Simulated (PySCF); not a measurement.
H4OSi, SMILES O[SiH3]. Coordinates come from a B3LYP-D3(BJ)/def2-TZVP optimisation.

Computed equilibrium geometry at B3LYP-D3(BJ)/def2-TZVP (PySCF confirms it by a frequency run) as a Z-matrix, and its point group:
point group Cs.
```
Si
O 1 1.6528
H 2 0.9599 1 118.60
H 1 1.4758 2 105.81 3 -180.00
H 1 1.4842 4 109.92 2 120.67
H 1 1.4842 4 109.92 5 118.67
```
Charge 0, spin multiplicity 1.
